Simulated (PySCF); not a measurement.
SMILES Cc1ccc(C(F)(F)F)cc1 (C₈H₇F₃), GFN2-xTB optimised geometry.

```
18

C     -1.60    -2.58     0.02
C     -0.84    -1.29     0.00
C     -1.51    -0.08     0.00
C     -0.81     1.12     0.00
C      0.58     1.10     0.00
C      1.33     2.40    -0.03
F      2.60     2.29     0.39
F      0.76     3.34     0.74
F      1.39     2.92    -1.27
C      1.26    -0.11     0.00
C      0.55    -1.29     0.00
H     -1.08    -3.34    -0.57
H     -2.60    -2.45    -0.37
H     -1.68    -2.95     1.04
H     -2.59    -0.06     0.00
H     -1.33     2.06     0.00
H      2.34    -0.12     0.00
H      1.09    -2.23     0.00
```

Density from B3LYP/def2-SVP in PySCF at that geometry.

Minimum of the electron density along straight lines between bonded atoms, close to the bond critical point (lines longer than 1.1 times the sum of covalent radii, or with two minima, are not listed):

```tsv
bond	length / Å	ρ at the minimum / e bohr⁻³	∇²ρ there / e bohr⁻⁵	position (fraction from the first atom)
C1–C2	1.496	0.258	-0.62	0.49
C2–C3	1.390	0.312	-0.80	0.50
C3–C4	1.382	0.316	-0.82	0.50
C4–C5	1.389	0.311	-0.79	0.50
C5–C6	1.500	0.272	-0.71	0.46
C6–F7	1.342	0.274	?	0.34
C6–F8	1.344	0.273	?	0.34
C6–F9	1.350	0.271	?	0.34
C5–C10	1.388	0.311	-0.79	0.51
C2–C11	1.391	0.312	-0.80	0.50
C10–C11	1.382	0.316	-0.82	0.50
C1–H12	1.087	0.277	-1.02	0.63
C1–H13	1.087	0.278	-1.03	0.63
C1–H14	1.090	0.274	-1.00	0.63
C3–H15	1.080	0.284	-1.08	0.63
C4–H16	1.079	0.286	-1.10	0.64
C10–H17	1.079	0.286	-1.11	0.64
C11–H18	1.080	0.284	-1.08	0.63
```

Fill in the missing entries.


- C6–F7, ∇²ρ there / e bohr⁻⁵: -0.22
- C6–F8, ∇²ρ there / e bohr⁻⁵: -0.25
- C6–F9, ∇²ρ there / e bohr⁻⁵: -0.29
